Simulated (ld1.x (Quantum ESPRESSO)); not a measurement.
**Plane-wave convergence, PAW potential for germanium**

```json
{
  "Element": "Ge",
  "Generator": "ld1.x (Quantum ESPRESSO) 7.5",
  "Type": "PAW",
  "Functional": "PBE",
  "Relativity": "scalar-relativistic",
  "Frozen core": "[Ar] 3d10",
  "Valence charge": "4",
  "Reference configuration": "4s1.5 4p2.5",
  "Partial waves": "4s (bound): rcut 1.50, rcutus 1.70 bohr; 4s channel at 2.4 Ry: rcut 1.50, rcutus 1.70 bohr; 4p (bound): rcut 1.60, rcutus 1.95 bohr; 4p channel at 0.2 Ry: rcut 1.60, rcutus 1.95 bohr; 4d channel at 0.05 Ry: rcut 1.90, rcutus 2.00 bohr; 4d channel at 1.65 Ry: rcut 1.90, rcutus 2.00 bohr",
  "Local potential": "all-electron potential smoothed inside 1.45 bohr (lloc = -1)",
  "Core correction": "a·sin(br)/r model core inside 1.10 bohr",
  "Augmentation charge": "PSQ, inside the norm-conserving radii"
}
```

The pseudo-atom Hamiltonian at the reference potential is diagonalised in spherical Bessel functions j_l(qr) that vanish at 20 bohr, with q² up to the cutoff. All-electron valence levels (Ry): 4s -0.8984, 4p -0.3123.

Question: How do the lowest levels (Ry) of each channel move with the cutoff, and are there ghosts?

Answer:

```tsv
cutoff (Ry)	s #1	s #2	p #1	p #2	d #1	f #1	f #2	Σ f·Δε (mRy)
8	-0.8901	-0.0353	-0.3117	0.0229	0.0537	0.1086	0.2311	14.0
10	-0.8950	-0.0358	-0.3121	0.0228	0.0537	0.1086	0.2311	5.6
12	-0.8973	-0.0361	-0.3121	0.0228	0.0537	0.1086	0.2311	2.0
15	-0.8981	-0.0362	-0.3122	0.0228	0.0537	0.1086	0.2311	0.8
18	-0.8982	-0.0363	-0.3122	0.0228	-0.5799	0.1086	0.2311	0.6
21	-0.8982	-0.0363	-0.3122	0.0228	-1.0641	0.1086	0.2311	0.4
400	-0.8984	-0.0363	-0.3123	0.0228	-1.6010	0.1086	0.2311	0.0
```

Result: ghost state, extra bound levels that the all-electron valence spectrum of the same l lacks: d at -21.8 eV (a true bound ghost makes a file unfit for plane-wave use); 10 mRy is reached at 10 Ry and 1 mRy at 15 Ry.
